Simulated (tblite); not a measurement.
Species: C5H11Si2 (doublet state).
Geometry (GFN2-xTB, Å), atoms numbered from 1 in this order:
```
atom  x, y, z in Å
C1    -2.4562    1.5962    0.2798
C2    -1.8129    0.6028    0.4690
C3    -1.0734   -0.6245    0.6440
Si4   -2.1647   -2.0323   -0.0667
C5     0.2977   -0.5415   -0.0387
C6     1.1767    0.5491    0.5680
Si7    2.8746    0.6868   -0.2729
H8    -3.0069    2.4773    0.1371
H9    -0.9239   -0.7799    1.7198
H10   -2.3296   -1.9258   -1.5118
H11   -3.4273   -2.1533    0.6527
H12    0.7977   -1.5099    0.0528
H13    0.1560   -0.3414   -1.1041
H14    0.6473    1.5026    0.4976
H15    1.3054    0.3477    1.6348
H16    3.5908   -0.5847   -0.1351
H17    2.6919    0.9827   -1.6952
H18    3.6480    1.7545    0.3631
```

All values are computed: GFN2-xTB (tblite) harmonic vibrations without scaling, gas phase. Errors from tens to a few hundred cm⁻¹ against measured bands are possible. Modes of hydrogen on silicon can be 10 to 20 % off. One conformer, not necessarily the lowest. Open shells enter through the occupations alone, without spin polarisation, and single modes of such species can be off by tens of per cent.

Harmonic wavenumbers (cm⁻¹): 57.6, 75.3, 96.2, 118.7, 128.2, 133.0, 194.2, 256.0, 283.7, 370.8, 449.3, 510.4, 518.2, 536.1, 547.7, 608.9, 660.1, 724.9, 737.3, 748.4, 784.2, 785.7, 792.9, 814.3, 887.9, 985.4, 1059.9, 1085.0, 1119.4, 1157.0, 1238.9, 1265.7, 1301.2, 1347.3, 1485.8, 1491.0, 2246.5, 2260.0, 2263.0, 2269.4, 2290.9, 2306.5, 2897.1, 2944.2, 2955.2, 2966.4, 2971.5, 3394.6.

A = 2909, B = 795.3, C = 658.7 MHz; mass 127.040 u (most abundant isotopes); point group C1, symmetry number 1; spin multiplicity 2.

Question: Zero-point energy?

Answer: ½Σν̃ = 28561 cm⁻¹ = 341.67 kJ/mol.

Question: What is S at 200 K and 1 bar for an ideal gas of classical rigid rotors and harmonic oscillators?

Answer: Translation 160.98, rotation 119.43, vibration 93.25, spin (R ln 2) 5.76: S = 379.4 J/(mol K).

Question: And Cp and H(200 K) − H(0)?

Answer: Cp = 132.75 J/(mol K), of which vibrations give 99.49 (their classical limit is 48 R = 399.1); H(200 K) − H(0) = 16.91 kJ/mol without the zero-point energy, 10.26 from vibrations.

Question: What must be added to the electronic energy to get the Gibbs energy at 200 K and 1 bar?

Answer: ZPE + [H(200 K) − H(0)] − T·S = 341.67 + 16.91 − 75.88 = 282.70 kJ/mol.

Question: How do the functions run with temperature in this model?

Answer: 
```json
{"T (K)": "150", "S (J/(mol K))": "344.7", "Cp (J/(mol K))": "109.8", "H − H(0) (kJ/mol)": "10.85", "G − H(0) (kJ/mol)": "-40.86", "ln q(vib)": "3.49"}
{"T (K)": "250", "S (J/(mol K))": "411.5", "Cp (J/(mol K))": "155.7", "H − H(0) (kJ/mol)": "24.13", "G − H(0) (kJ/mol)": "-78.76", "ln q(vib)": "6.58"}
{"T (K)": "298.15", "S (J/(mol K))": "440.8", "Cp (J/(mol K))": "176.7", "H − H(0) (kJ/mol)": "32.14", "G − H(0) (kJ/mol)": "-99.28", "ln q(vib)": "8.03"}
{"T (K)": "400", "S (J/(mol K))": "498.3", "Cp (J/(mol K))": "215.2", "H − H(0) (kJ/mol)": "52.16", "G − H(0) (kJ/mol)": "-147.15", "ln q(vib)": "11.05"}
{"T (K)": "600", "S (J/(mol K))": "596.7", "Cp (J/(mol K))": "270.3", "H − H(0) (kJ/mol)": "101.08", "G − H(0) (kJ/mol)": "-256.94", "ln q(vib)": "16.69"}
{"T (K)": "900", "S (J/(mol K))": "717.2", "Cp (J/(mol K))": "323.4", "H − H(0) (kJ/mol)": "190.78", "G − H(0) (kJ/mol)": "-454.71", "ln q(vib)": "24.33"}
```

q(vib) and H(0) count from the zero-point level.

Hindered rotation and anharmonicity are outside this model. Other conformers, if any are populated, would add a mixing term that is left out. The structure is chiral; the term R ln 2 for an equal mix with its mirror image is left out.
